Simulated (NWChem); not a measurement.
System: C$_{4}$H$_{7}$Cl; SMILES C[C@@H]1C[C@H]1Cl

```xyz
12

C      0.6863     2.2575     0.0717
C      0.0986     0.9678    -0.4345
C     -1.2903     0.5280    -0.0494
C     -0.0964    -0.1917     0.4883
Cl     0.2615    -1.8254    -0.0644
H      1.7870     2.2229     0.0710
H      0.3574     2.4693     1.1010
H      0.3751     3.1071    -0.5562
H      0.3999     0.6847    -1.4488
H     -1.8644     1.1453     0.6487
H     -1.8897     0.0095    -0.8017
H      0.1607    -0.0675     1.5437
```
Atoms are numbered in this order, from 1.

Results from NWChem. Pople sets run with spherical d functions. STO-3G and 3-21G are far too small for this property and stand as cheap habits. Coordinates come from a PBE0/def2-SVP optimisation. Not confirmed as a minimum by frequencies. B3LYP is NWChem's, with the RPA form of VWN correlation. Field at 589 nm.

Task: Among these, which level gives the lowest value of “isotropic polarisability (bohr³)”?
A. B3LYP/STO-3G
B. B3LYP/6-31G*
C. B3LYP/def2-SVP

Result: A, B3LYP/STO-3G. Values: B3LYP/STO-3G 25.3; B3LYP/6-31G* 50.5; B3LYP/def2-SVP 51.4
